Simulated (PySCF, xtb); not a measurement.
Nb(F)4(SH) (F₄HNbS), SMILES [F][Nb]([F])([SH])([F])[F], multiplicity 1. The values are those of a single conformer.

Harmonic wavenumbers (cm⁻¹) from xtb 6.7.1 with GFN2-xTB at its own minimum, in rising order: 104, 118, 169, 193, 203, 204, 221, 280, 312, 418, 474, 517, 553, 689, 2332.

Question: What does PBE0-D3(BJ)/def2-SVP run with PySCF give at its own minimum? (Estimate from the structure and the level; the computed values follow.)

Answer: 88, 123, 188, 193, 202, 241, 244, 372, 406, 660, 683, 724, 738, 755, 2716. Paired by order, the mean absolute difference is 105 cm⁻¹ and the zero-point energies are 9.7 and 11.9 kcal/mol.
